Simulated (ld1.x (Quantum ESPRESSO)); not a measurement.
# Zn (Z = 30): variants of one PAW potential

Base potential:

Zn (Z = 30), PAW, made with ld1.x (Quantum ESPRESSO) 7.5 (PBE, scalar-relativistic). Core [Ne], reference 3s2 3p6 3d10 4s1.5 4p0 (charge +0.5). Waves: 3s (bound): rcut 0.95, rcutus 1.00 bohr; 4s (bound): rcut 0.95, rcutus 1.00 bohr; 3p (bound): rcut 1.00, rcutus 1.10 bohr; 4p (bound, empty): rcut 1.00, rcutus 1.10 bohr; 3d (bound): rcut 0.80, rcutus 1.05 bohr; 3d channel at -0.35 Ry: rcut 0.80, rcutus 1.05 bohr. Local part: all-electron potential smoothed inside 0.80 bohr (lloc = -2). Core correction: a·sin(br)/r model core, default radius (ld1.x builds one for every PAW set, though the input has nlcc=.false.). Augmentation charge: GAUSS, radius 0.70 bohr.

Cutoffs, loose and tight: the cutoffs (Ry, on a coarse ladder) from which the occupation-weighted sum of valence levels, in a spherical-Bessel basis at the reference potential, stays within 10 and 1 mRy of its value at 400 Ry. They do not see the model core or the augmentation charge, which bear on the density cutoff. Test errors are all-electron minus pseudo excitation energies from the reference, over the configurations 3s2 3p6 3d10 4s2 4p0; 3s2 3p6 3d10 4s1 4p0; 3s2 3p6 3d10 4s0 4p0; 3s2 3p6 3d9 4s0 4p0; 3s2 3p6 3d10 4s0 4p1; 3s2 3p6 3d10 4s0 4p2; 3s2 3p6 3d9 4s2 4p1. A dash means not determined; rows that change the core or the reference have their own tests. The largest error is taken over the tests solved by every variant that gives reliable tests at all: 3s2 3p6 3d10 4s0 4p0; 3s2 3p6 3d10 4s0 4p1; 3s2 3p6 3d10 4s0 4p2; 3s2 3p6 3d10 4s1 4p0; 3s2 3p6 3d10 4s2 4p0.

Cutoffs are not given where the Bessel-basis levels miss the radial ones by over 6 mRy, ghosts where they miss by over 20 mRy; a channel whose overlap is not positive is not tested.

A file whose overlap is not positive is unfit for use, and its test errors describe a broken file.

```tsv
change	outcome	cutoff, loose	cutoff, tight	bound ghosts	largest test error (meV)
base	generated, overlap not positive	–	–	not determined (overlap not positive)	-3.0
all radii but the core radius scaled by about 0.84 (s 0.84, p 0.92, d 0.88 bohr, rcut 0.78/0.84/0.66); local potential all-electron potential smoothed inside 0.66 bohr (lloc = -2); augmentation GAUSS, radius 0.58 bohr	generated	200 Ry	300 Ry	none	-1.9
all radii but the core radius scaled by about 0.88 (s 0.88, p 0.98, d 0.92 bohr, rcut 0.84/0.88/0.70); local potential all-electron potential smoothed inside 0.70 bohr (lloc = -2); augmentation GAUSS, radius 0.62 bohr	generated	180 Ry	300 Ry	none	-2.1
all radii but the core radius scaled by about 0.95 (s 0.94, p 1.04, d 1.00 bohr, rcut 0.90/0.94/0.76); local potential all-electron potential smoothed inside 0.76 bohr (lloc = -2); augmentation GAUSS, radius 0.66 bohr	generated, overlap not positive	–	–	not determined (overlap not positive)	-2.2
all radii but the core radius scaled by about 1.03 (s 1.04, p 1.14, d 1.08 bohr, rcut 0.98/1.04/0.82); local potential all-electron potential smoothed inside 0.82 bohr (lloc = -2); augmentation GAUSS, radius 0.72 bohr	generated	140 Ry	230 Ry	none	-2.6
all radii but the core radius scaled by about 1.18 (s 1.18, p 1.30, d 1.24 bohr, rcut 1.12/1.18/0.96); local potential all-electron potential smoothed inside 0.96 bohr (lloc = -2); augmentation GAUSS, radius 0.84 bohr	generated, overlap not positive	–	–	not determined (overlap not positive)	-2.5
all radii but the core radius scaled by about 1.24 (s 1.24, p 1.36, d 1.30 bohr, rcut 1.18/1.24/0.98); local potential all-electron potential smoothed inside 0.98 bohr (lloc = -2); augmentation GAUSS, radius 0.86 bohr	generated, overlap not positive	–	–	not determined (overlap not positive)	+4.4
all radii but the core radius scaled by about 1.33 (s 1.32, p 1.46, d 1.40 bohr, rcut 1.26/1.32/1.06); local potential all-electron potential smoothed inside 1.06 bohr (lloc = -2); augmentation GAUSS, radius 0.92 bohr	generated	70 Ry	110 Ry	none	-3.7
all radii but the core radius scaled by about 1.40 (s 1.40, p 1.54, d 1.48 bohr, rcut 1.34/1.40/1.12); local potential all-electron potential smoothed inside 1.12 bohr (lloc = -2); augmentation GAUSS, radius 0.98 bohr	generated	60 Ry	100 Ry	none	-5.1
```

Task: What comes out with this change to the base: all radii but the core radius scaled by about 1.10 (s 1.10, p 1.20, d 1.16 bohr, rcut 1.04/1.10/0.88); local potential all-electron potential smoothed inside 0.88 bohr (lloc = -2); augmentation GAUSS, radius 0.76 bohr?

Result: outcome: generated; cutoff, loose: 110 Ry; cutoff, tight: 180 Ry; bound ghosts: none; largest test error (meV): -2.3.

Task: What comes out with this change to the base: all radii but the core radius scaled by about 0.74 (s 0.74, p 0.82, d 0.78 bohr, rcut 0.70/0.74/0.60); local potential all-electron potential smoothed inside 0.60 bohr (lloc = -2); augmentation GAUSS, radius 0.52 bohr?

Result: outcome: generated; cutoff, loose: 260 Ry; cutoff, tight: over 300 Ry; bound ghosts: none; largest test error (meV): -1.5.

Reading the sweep of the scale of all radii but the core radius (base = 1) (base included, trends over the rows without a ghost): The loose cutoff falls from 260 Ry at 0.74 to 60 Ry at 1.4. A larger radius leaves more room for a smooth pseudo-wave, so fewer plane waves are needed; a smaller one forces it to follow the all-electron wave where it bends sharply. The median size of the test errors (rows with all tests solved) stays near 0.9 meV.
